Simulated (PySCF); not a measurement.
These are PySCF with B3LYP-D3(BJ)/def2-TZVP values and carry that method's errors. Gas-phase values, no solvent. One relaxed conformer stands for a flexible species; it need not be the lowest. B3LYP has the VWN-RPA correlation part, as in Gaussian. 

Reference species (SMILES): `N[Si](N)(S)S` (neutral, multiplicity 1).

```
Item                     Result
----------------------  -------
S1 oscillator strength    0.000
HOMO–LUMO gap           7.03 eV
```

Changed species: `N[Si](N)(S)N` (1 of 4 NH2 replaced by SH; the reference has 2 of 4 NH2 replaced by SH).

### Question
Predict the effect on the S1 oscillator strength and HOMO–LUMO gap.

### Answer
the S1 oscillator strength hardly moves; the HOMO–LUMO gap falls by 0.09 eV, to 6.94 eV.
